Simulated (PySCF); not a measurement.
# From computed data to an observable: chemical shift, span and skew from a shielding tensor

CH9BSi2, SMILES CB([SiH3])[SiH3]. Atoms are numbered in the order given.

```xyz
13

B      0.4491    -0.0540    -0.1222
C      1.9687    -0.1147    -0.4932
H      2.5089    -1.0052    -0.1364
H      2.3822     0.7452     0.0803
H      2.2106     0.0853    -1.5489
Si    -0.2918    -0.9438     1.5366
H     -1.6137    -1.5863     1.2559
H     -0.5272     0.1241     2.5616
H      0.6118    -1.9724     2.1405
Si    -0.8514     1.0038    -1.2544
H     -1.9644     1.6095    -0.4605
H     -1.4641     0.0321    -2.2181
H     -0.1964     2.0863    -2.0540
```
Charge 0, spin multiplicity 1.

Coordinates come from a ωB97X-D3(BJ)/def2-SVP optimisation. This is a generated structure with no PubChem entry under its InChIKey; it may be hypothetical.

GIAO shieldings from PySCF with KT2/pcSseg-1, non-relativistic, no solvent. The symmetric part of the tensor of C2 has the principal values 115.1, 153.1, 177.6 ppm. The same nucleus in TMS has σ = 185.1 ppm at this level (PySCF, at its B3LYP-D3(BJ)/def2-TZVP geometry).

Work out the isotropic shielding, the ¹³C shift against TMS, the span and the skew.


σ(iso) = (σ11 + σ22 + σ33)/3 = 148.6 ppm. δ = σ(ref) − σ(iso) = 185.1 − (148.6) = 36.5 ppm.
Span Ω = σ33 − σ11 = 62.5 ppm. Skew κ = 3(σ(iso) − σ22)/Ω = -0.22. Tumbling in solution averages the tensor to δ; in a static solid the shielding alone would spread this spin-1/2 line over Ω.
